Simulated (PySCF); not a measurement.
Job file and geometry (Å, from GFN2-xTB) of an NMR shielding run on `InChI=1S/C3H8BClN2/c5-3-1-2-4(6)7/h1,3H,2,6-7H2/b3-1+`, GIAO PBE0/pcSseg-1 NMR shielding, non-relativistic, gas phase in PySCF 2.14.0, density-fitted response routines; density fitting, a coarse starting grid and PySCF grid level 2 are the driver's defaults:

```
$ OMP_NUM_THREADS=1 python probes_run.py task.json out

{"job": {"kind": "nmr", "xc": "PBE0", "basis": "pcSseg-1"}, "charge": 0, "multiplicity": 1}
N     -1.508597     1.157310    -0.556266
B     -1.089662     0.155555     0.328844
N     -1.650564     0.061903     1.608971
C      0.028981    -0.908462    -0.134535
C      1.293610    -0.231005    -0.534770
C      2.423757    -0.319835     0.143627
Cl     3.862393     0.518596    -0.325116
H     -1.126831     1.272421    -1.476378
H     -2.188559     1.857838    -0.320672
H     -2.350791     0.694867     1.952707
H     -1.386245    -0.634874     2.280212
H      0.236503    -1.626910     0.658054
H     -0.349802    -1.464005    -0.995000
H      1.251705     0.385314    -1.422042
H      2.549690    -0.910722     1.036588
```

**Question.** Write the output of this run.

**Answer.** 
```
coarse grid: 13056 points
cycle   1  E = -713.1471712967  dE =  8.534e-01  |g| = 5.748e-01  |ddm| = 3.415e+00
cycle   2  E = -713.1166799595  dE =  3.049e-02  |g| = 6.943e-01  |ddm| = 9.483e-01
cycle   3  E = -713.2235739493  dE = -1.069e-01  |g| = 9.359e-02  |ddm| = 5.598e-01
cycle   4  E = -713.2254406539  dE = -1.867e-03  |g| = 4.222e-02  |ddm| = 1.108e-01
cycle   5  E = -713.2258474211  dE = -4.068e-04  |g| = 1.087e-02  |ddm| = 3.750e-02
cycle   6  E = -713.2258728045  dE = -2.538e-05  |g| = 1.896e-03  |ddm| = 9.653e-03
cycle   7  E = -713.2258735166  dE = -7.121e-07  |g| = 7.702e-04  |ddm| = 2.304e-03
final grid: 121544 points
cycle   8  E = -713.2588657072  dE = -3.671e-05  |g| = 9.381e-03  |ddm| = 2.490e-02
cycle   9  E = -713.2588585299  dE =  7.177e-06  |g| = 1.092e-02  |ddm| = 1.534e-02
cycle  10  E = -713.2588854092  dE = -2.688e-05  |g| = 8.928e-04  |ddm| = 8.616e-03
cycle  11  E = -713.2588855539  dE = -1.447e-07  |g| = 2.862e-04  |ddm| = 1.105e-03
cycle  12  E = -713.2588855718  dE = -1.785e-08  |g| = 1.086e-04  |ddm| = 2.894e-04
cycle  13  E = -713.2588855744  dE = -2.657e-09  |g| = 2.728e-05  |ddm| = 1.038e-04
cycle  14  E = -713.2588855746  dE = -1.714e-10  |g| = 6.600e-06  |ddm| = 2.387e-05
converged SCF energy = -713.2588855746

GIAO shielding tensors (ppm)
atom      isotropic    diamagn.    paramagn.     s11        s22        s33       span
  0 N      203.948     317.514    -113.566    155.196    210.576    246.073     90.877
  1 B       74.796     192.819    -118.023     49.397     63.102    111.888     62.492
  2 N      201.987     315.624    -113.637    157.524    198.781    249.656     92.132
  3 C      161.375     249.751     -88.376    145.715    164.034    174.375     28.660
  4 C       44.553     256.314    -211.761    -67.810     57.870    143.599    211.409
  5 C       62.612     252.108    -189.496    -31.464    103.037    116.261    147.725
  6 Cl     759.005    1145.140    -386.135    565.575    695.083   1016.356    450.781
  7 H       29.540      32.652      -3.112     23.297     28.096     37.226     13.929
  8 H       29.550      30.857      -1.307     23.576     26.550     38.525     14.949
  9 H       29.681      30.281      -0.599     23.480     26.700     38.865     15.386
 10 H       29.472      31.619      -2.147     23.263     27.479     37.675     14.412
 11 H       30.389      33.311      -2.923     26.923     30.820     33.423      6.500
 12 H       29.938      30.806      -0.868     26.587     27.826     35.401      8.814
 13 H       25.568      32.261      -6.693     22.373     23.699     30.631      8.258
 14 H       25.925      30.777      -4.852     21.454     26.773     29.549      8.096
```

Size and cost of the density-fitted run: 166 basis functions, 38 s wall time on 1 thread of an Arm Neoverse N1, shared host; peak memory 0.74 GiB.
